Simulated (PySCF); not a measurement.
Geometry:
```tsv
atom	x (Å)	y (Å)	z (Å)
C1	2.015	-0.681	-1.157
C2	1.122	-0.558	0.051
O3	0.053	0.370	-0.206
C4	-1.217	-0.165	-0.611
C5	-2.052	-0.616	0.562
B6	0.116	1.805	0.614
F7	-0.019	1.451	1.922
F8	-0.936	2.489	0.098
F9	1.347	2.272	0.288
H10	2.844	-1.371	-0.942
H11	1.467	-1.067	-2.030
H12	2.434	0.303	-1.409
H13	0.674	-1.519	0.347
H14	1.662	-0.160	0.920
H15	-1.704	0.647	-1.164
H16	-1.004	-0.984	-1.316
H17	-2.272	0.229	1.227
H18	-3.003	-1.030	0.195
H19	-1.547	-1.397	1.149
```

Geometry: PBE0-D3(BJ)/def2-SVP; GIAO absolute shieldings from PySCF 2.14.0 with density-fitted response routines, gas phase, non-relativistic, averaged over equivalent atoms.

At CAM-B3LYP/pcSseg-1 (203 basis functions, about 40 core-seconds):
| atoms | σ (ppm) |
| --- | --- |
| C2/C4 | 114.7 |
| C1/C5 | 168.7 |
| O3 | 263.3 |
| B6 | 99.3 |
| F7/F8/F9 | 338.0 |
| H13/H14/H15/H16 | 27.53 |
| H10/H11/H12/H17/H18/H19 | 29.99 |

Question: Estimate the result of repeating the calculation with HF/pcSseg-2.

Answer: 
```json
{"atoms": "C2/C4", "σ at HF/pcSseg-2": "128.4", "change": "+13.7"}
{"atoms": "C1/C5", "σ at HF/pcSseg-2": "176.9", "change": "+8.2"}
{"atoms": "O3", "σ at HF/pcSseg-2": "298.2", "change": "+34.9"}
{"atoms": "B6", "σ at HF/pcSseg-2": "114.5", "change": "+15.2"}
{"atoms": "F7/F8/F9", "σ at HF/pcSseg-2": "368.2", "change": "+30.2"}
{"atoms": "H13/H14/H15/H16", "σ at HF/pcSseg-2": "27.96", "change": "+0.43"}
{"atoms": "H10/H11/H12/H17/H18/H19", "σ at HF/pcSseg-2": "30.34", "change": "+0.35"}
```

The largest change is at O3 (donor oxygen of a Lewis adduct). Cost: 464 basis functions, roughly 70 core-seconds.
